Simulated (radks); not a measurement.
Rh2+, 43 electrons, occupied as [Kr] 4d7. Calculated with a radial shooting solver on a logarithmic mesh with Libxc functionals: Dirac Kohn-Sham, PBEsol, spin-unpolarised, spherical densities, finite nucleus; open shells fill j = l - 1/2 first; Fermi nuclear charge, rms radius 4.4945 fm.

Unscreened Slater integrals over Kohn-Sham orbitals (hartree). Large and small components are both included.

integral,value
"F0(4d5/2,4d5/2)",0.62564
"F2(4d5/2,4d5/2)",0.31068
"F4(4d5/2,4d5/2)",0.20235
"F0(4d5/2,4d3/2)",0.62907
"F2(4d5/2,4d3/2)",0.31238
"G2(4d5/2,4d3/2)",0.31225
"G4(4d5/2,4d3/2)",0.20341
"F0(4d5/2,4p3/2)",0.70756
"F2(4d5/2,4p3/2)",0.34555
"G1(4d5/2,4p3/2)",0.43280
"G3(4d5/2,4p3/2)",0.26366
"F0(4d5/2,4p1/2)",0.71459
"G3(4d5/2,4p1/2)",0.26080
"F0(4d3/2,4d3/2)",0.63255
"F2(4d3/2,4d3/2)",0.31416
"F0(4d3/2,4p3/2)",0.71252
"F2(4d3/2,4p3/2)",0.34923
"G1(4d3/2,4p3/2)",0.43859
"G3(4d3/2,4p3/2)",0.26730
"F0(4d3/2,4p1/2)",0.71971
"G1(4d3/2,4p1/2)",0.43484
"F0(4p3/2,4p3/2)",0.82969
"F2(4p3/2,4p3/2)",0.43474
"F0(4p3/2,4p1/2)",0.84124
"G2(4p3/2,4p1/2)",0.43969
"F0(4p1/2,4p1/2)",0.85341
